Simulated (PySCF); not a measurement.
Calculation: PySCF with PBE-D3(BJ)/def2-TZVP // B3LYP-D3(BJ)/def2-TZVP. Isolated molecules, 0 K electronic values unless said otherwise. Delta-SCF ions had no search for a lower state. 

Reference species (SMILES): `B[SiH3]` (neutral, multiplicity 1).

- vertical ionisation energy (Delta-SCF) = 10.62 eV
- HOMO–LUMO gap = 3.75 eV
- dipole moment = 0.29 D
- HOMO = -7.24 eV

Changed species: `[SiH3]B[SiH3]` (1 of 3 SiH3 replaced by H; the reference has 2 of 3 SiH3 replaced by H).

Task: Predict the effect on the vertical ionisation energy (Delta-SCF), HOMO–LUMO gap, dipole moment and HOMO.

Result: the vertical ionisation energy (Delta-SCF) drops by 0.91 eV, to 9.71 eV; the HOMO–LUMO gap decreases by 0.71 eV, to 3.04 eV; the dipole moment stays essentially unchanged; the HOMO goes up by 0.40 eV, to -6.84 eV.
